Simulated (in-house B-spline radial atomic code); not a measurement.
Values are calculated unless marked as measured or tabulated.
Building a PAW s channel for In, r_c = 2.45 bohr

In, [Kr] 4d10 5s2 5p1, non-relativistic PBE, spherical and spin-unpolarised, from a B-spline radial code for spherical atoms (atomic units; all potentials screened as in the neutral atom).

Two all-electron partial waves φ1, φ2 are integrated outwards at E1 = ε(5s) = -0.281186 and E2 = E1 + 1 hartree; φ1 is the bound orbital and φ2 has unit norm inside r_c = 2.4492 bohr. Smooth partners are polynomials, r^1(a0 + a1 r² + a2 r⁴ + a3 r⁶), matched to φ and three derivatives at r_c, with no condition on the norm. The local potential is -4.6664 + (1.95247) r² + (-0.337997) r⁴ + (0.0213399) r⁶ inside 2.017 bohr and the all-electron one outside.

```tsv
wave	φ(r_c)	φ'(r_c)	a0	a1	a2	a3
1	0.6699356	-0.09005411	0.3838589	0.009017117	-0.007152364	0.0004306072
2	0.1613432	-1.833751	1.461536	-0.2836522	0.004606102	0.0006489523
```

Inside r_c the overlaps are <φi φj> = [[0.44377, 0.60698], [0.60698, 1.00000]] and, for the smooth waves, [[0.56237, 0.98185], [0.98185, 2.15926]]. With χj = (Ej − T − V_local) applied to smooth wave j, the program's quadrature gives the matrix B_ij = <smooth i, χj> as [[0.52272, 1.76443], [1.38956, 4.79889]].

(1) Check the match of the first wave, and find the augmentation charges q_ij.

(2) B isn't symmetric. Show that D_ij = B_ij + Ej q_ij is.

Solving (T + V_local + Σ p D p) ψ = E (1 + Σ p q p) ψ in a sphere of 9 bohr, whose wall lifts the free-atom level a little, gives these levels:

```csv
all-electron,one projector,two projectors
-0.281059,-0.281059,-
0.060345,0.032085,-
0.398093,0.092840,-
0.901456,0.415062,-
1.557120,0.923678,-
```

(3) What does the second projector gain?

## Answers

(1) At r_c the four terms are 0.94015, 0.13248, -0.63033, 0.22764, which sum to 0.6699, φ1(r_c) to rounding. q_ij is the all-electron overlap less the smooth one: [[-0.11859, -0.37487], [-0.37487, -1.15926]]. The smooth first wave has a norm of 0.5624 inside r_c against 0.4438, so q11 is negative and must stay small enough for the overlap operator to be positive.

(2) Integrating by parts gives B12 − B21 = (E1 − E2) q12: 1.76443 − (1.38956) = 0.37487, and −1 × (-0.37487) = 0.37487. So D12 = 1.76443 + (0.718814)(-0.37487) = 1.49497 and D21 = 1.38956 + (-0.281186)(-0.37487) = 1.49497; D11 = 0.55607, D22 = 3.96560. The projectors, p = (B⁻¹)ᵀ χ, are dual to the smooth waves; det B = 0.057.

(3) With one projector the errors are 0.00, -28.26 millihartree, and the level at 0.0928 is out of step with the all-electron series: an extra state, or one far too low, so the pairing ends there; skipping it, the next levels are off by +17.0, +22.2 millihartree. With two the overlap operator is not positive, so the set fails. The lowest eigenvalue of the overlap operator is 0.5371 with one and -0.005666 with two projectors. The smooth orbital alone needs a cutoff of 2.88 hartree for 1 millihartree of kinetic energy, against 8.65 for a norm-conserving Troullier-Martins orbital of the same radius, which is no gain while the set fails.
